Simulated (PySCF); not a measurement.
**Correlation energy of Te²⁺ (tellurium, charge +2)**

[Kr] 4d10 5s2 5p2, high-spin 3P determinant. All numbers are calculated (PySCF 2.14, a scalar-relativistic core potential, in aug-cc-pVDZ-PP with ECP28MDF). Frozen: 4s2 4p6 4d10; 4 electrons correlated.

MP2 pair energies summed by pair of shells (mhartree):

```csv
pair,energy,share (%)
5s-5p,-22.43,61.0
5s-5s,-10.69,29.1
5p-5p,-3.64,9.9
```

Total MP2 correlation energy: -36.76 mhartree.

Same-spin part -5.93 and opposite-spin part -30.84 mhartree; SCS-MP2 scales them by 1/3 and 6/5 to -38.98 mhartree.

```tsv
level	correlation energy (mhartree)
CCSD	-50.85
(T)	-0.50
CCSD(T)	-51.35
```

Diagnostics: T1 = 0.0062, D1 = 0.0169, largest double amplitude 0.094.

Cost of the coupled-cluster step: 0.17 s of wall time on 1 thread of Neoverse-V1 (shared host), for 4 correlated electrons.
